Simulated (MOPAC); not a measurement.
MOPAC input (PM7):

```
PM7 PRECISE GNORM=0.05 LET XYZ CHARGE=1 GEO-OK AUX(PRECISION=9) THREADS=1
H2Sb

Sb    0.00108767 1    0.04563180 1    0.00046138 1
H    -1.24162337 1   -1.13465111 1   -0.01431337 1
H     1.18615228 1   -1.19257051 1   -0.00921681 1
```

**Question.** What heat of formation does the run end on?

**Answer.** 250.89 kcal/mol.
